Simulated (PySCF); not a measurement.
Numbering as in the mapped SMILES `[CH3:1][SiH2:2][Si@@H:3]([NH2:4])[c:5]1[cH:6][cH:7][cH:8][o:9]1`; H(Xn) means a hydrogen on atom n. Ha(Si2) is pro-R; Hb(Si2) is pro-S.

PySCF 2.14.0 with density-fitted response routines calculation with σ from GIAO-PBE0/pcSseg-1 and geometry from PBE0-D3(BJ)/def2-SVP; equivalent nuclei averaged, non-relativistic, single conformer, no solvent.

Shifts are taken against calculated references (same method and geometry level): TMS for $^{13}$C (σ = 184.41 ppm) and $^{1}$H (σ = 31.27 ppm) and $^{29}$Si (σ = 351.99 ppm); $^{15}$N (σ = 265.67 ppm) against NH3; $^{17}$O (σ = 334.56 ppm) against H2O.

```tsv
atoms	nucleus	count	Hirshfeld charge	δ (ppm)
C6	$^{13}$C	1	-0.08	130.5
H(C1)	$^{1}$H	3	0.04	?
C5	$^{13}$C	1	-0.05	159.2
C8	$^{13}$C	1	0.01	153.1
Si3	$^{29}$Si	1	0.29	?
N4	$^{15}$N	1	-0.32	?
H(C6)	$^{1}$H	1	0.06	7.02
Si2	$^{29}$Si	1	0.24	?
O9	$^{17}$O	1	-0.06	325.6
C1	$^{13}$C	1	-0.21	-11.7
C7	$^{13}$C	1	-0.09	115.2
Hb(Si2)	$^{1}$H	1	-0.09	3.83
H(Si3)	$^{1}$H	1	-0.10	5.28
H(C7)	$^{1}$H	1	0.06	6.51
H(N4)	$^{1}$H	2	0.12	0.26
H(C8)	$^{1}$H	1	0.07	7.74
Ha(Si2)	$^{1}$H	1	-0.08	?
```

Q: Estimate the values marked ?.

A: 
- Ha(Si2): 4.06 ppm, hydrogen on a silicon bonded to C, Si
- H(C1): -0.06 ppm, hydrogen on a methyl carbon bonded to Si; an electropositive neighbour shields it, as in TMS itself
- Si3: -42.4 ppm, silicon bonded to C, N, Si, H
- Si2: -74.3 ppm, silicon bonded to C, Si, 2 H
- N4: 11.1 ppm, nitrogen bonded to Si, 2 H

OH/NH shifts are gas-phase values; hydrogen bonding in solution moves them, usually downfield. Shifts are as computed. Against solution values, carbons near 30 ppm lie about +2 ppm off and those near 130 ppm about +5 ppm. Of 1211 compounds with measured shifts, 218 miss one by over three times the rms of a fit or turn the order of signals round; such compounds aren't used in these exercises. Unscaled 17O shifts of doubly bonded oxygen tend to come out too high, by tens of ppm or more. Experimental scales use liquid or dissolved standards, which lie at an offset from isolated NH3 (liquid NH3: subtract about 20 ppm) and H2O (liquid H2O: subtract about 36 ppm).
